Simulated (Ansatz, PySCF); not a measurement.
Gas-phase reaction in SMILES: Cl[SiH2]Cl -> [SiH2]Cl + Cl atom (the Cl-Si bond at the site shown breaks; other sites are not compared here)
Each molecule is optimised on its own at B3LYP-D3(BJ)/def2-TZVP (Ansatz, a first-principles code). Frequencies are from Ansatz or PySCF.

Wanted: bond dissociation energy (enthalpy at 298 K, with B3LYP-D3(BJ) rigid-rotor harmonic-oscillator terms), in kcal/mol. Correlated levels leave the core frozen unless marked. UHF or UKS for open shells. Spin-orbit coupling is left out. Non-relativistic. CBS(X,Y): correlation extrapolated as X^-3; Hartree-Fock from the larger set. [CCSD(T)-MP2]/basis is that difference in the basis named.

RI-MP2/CBS(aug-cc-pV(T+d)Z,aug-cc-pV(Q+d)Z)+[CCSD(T)-MP2]/aug-cc-pV(T+d)Z (Ansatz) gives 112.3 kcal/mol.

Another calculation gave 111.6 kcal/mol. Which level was it?
A) B3LYP/def2-TZVPD (Ansatz)
B) B97M-V/def2-TZVPD (Ansatz)
C) r2SCAN0/def2-TZVPD (Ansatz)
D) SVWN5/def2-TZVPD (Ansatz)

B, B97M-V/def2-TZVPD (Ansatz). The others give 104.0 (B3LYP), 106.9 (r2SCAN0), 122.5 (SVWN5) kcal/mol.
